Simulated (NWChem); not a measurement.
Molecule: AlSiH4Cl; SMILES [SiH3][AlH][Cl]

```xyz
7

Al    -0.7579    -0.1584     0.0022
Cl     0.4542    -1.8900     0.0000
H     -2.3220    -0.4128     0.0194
Si     0.3181     2.0403    -0.0011
H      0.1199     2.7057     1.3277
H     -0.3017     2.9252    -1.0396
H      1.7869     1.9494    -0.2669
```
Atoms are numbered in this order, from 1.

Results from NWChem. STO-3G and 3-21G are far too small for this property and stand as cheap habits. Structure relaxed at the PBE0/def2-SVP level. GIAO values for the isolated, static molecule; σ is the absolute isotropic shielding, δ = σ(reference) − σ with the isolated reference molecule computed at the same levels (1H: tetramethylsilane, 29Si: tetramethylsilane).

For level B3LYP/IGLO-III:

```yaml
"σ Al1 (ppm)": 288.4
"σ Cl2 (ppm)": 797.9
"δ H3 (ppm)": 5.64
"δ Si4 (ppm)": -127.4
"δ H5 (rotor mean) (ppm)": 3.39
```

### Question
Estimate the same quantities for level Hartree-Fock/STO-3G.

### Answer
| Property | Value |
|---|---|
| σ Al1 (ppm) | 360.7 |
| σ Cl2 (ppm) | 1172.1 |
| δ H3 (ppm) | 3.38 |
| δ Si4 (ppm) | -76.3 |
| δ H5 (rotor mean) (ppm) | 1.09 |
